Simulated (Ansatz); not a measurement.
Consider the ligand exchange at the Sn–C bond: `[SnH3][CH2][SnH3]` + NH₃ → `[NH2][SnH3]` + `[CH3][SnH3]`.

Isolated molecules relaxed with PBE0-D4/def2-TZVP in Ansatz; ΔE leaves out vibrations. CCSD(T)/CBS is the MP2 limit (def2-TZVPP, def2-QZVPP) plus CCSD(T) − MP2 in def2-TZVPP, frozen cores. This one scheme is used for every species. DFT in def2-TZVPP. HSE06 is defined as in plane-wave codes. Elements past krypton have def2 core potentials. For Sn outer-core shells are correlated without core-valence functions, which leaves a few kJ/mol of doubt a bond.

```
             level  ΔE (kcal/mol)  difference from CCSD(T)/CBS
          BHLYP-D4           -1.0                         -1.3
          PBE-QIDH           -0.3                         -0.6
           r2SCANh           -1.6                         -1.9
             HSE06           -1.4                         -1.7
             BHLYP           -3.0                         -3.3
           LC-ωPBE           -1.9                         -2.2
     HF/def2-TZVPP           -3.6                         -3.9
    MP2/def2-TZVPP            0.9                          0.6
   CCSD/def2-TZVPP           -0.3                         -0.6
CCSD(T)/def2-TZVPP            0.1                         -0.2
       CCSD(T)/CBS            0.3                            0
```

**Question.** What do rigid-rotor, harmonic-oscillator terms from PBE0-D4/def2-TZVP frequencies (298.15 K, 1 bar) make of the CCSD(T)/CBS value? (An estimate is asked.)

**Answer.** Computed: ΔZPE = +0.2 kcal/mol, ΔH = -0.1 kcal/mol, ΔS = 1 J/(mol·K), ΔG = -0.2 kcal/mol. Modes under 50 cm⁻¹ make the entropy rough.

Largest T1 diagnostic among the species: 0.013.

At CCSD(T), def2-SVP lies −1.0 kcal/mol from the extrapolated value and def2-TZVPP −0.3 kcal/mol. From BLYP to BHLYP (50 % exact exchange), in def2-TZVPP and without D4, ΔE moves by +0.8 kcal/mol. In def2-TZVPP, CCSD(T) changes the Hartree–Fock value by +3.7 kcal/mol (the triples alone add +0.4 kcal/mol) and MP2 by +4.5 kcal/mol.
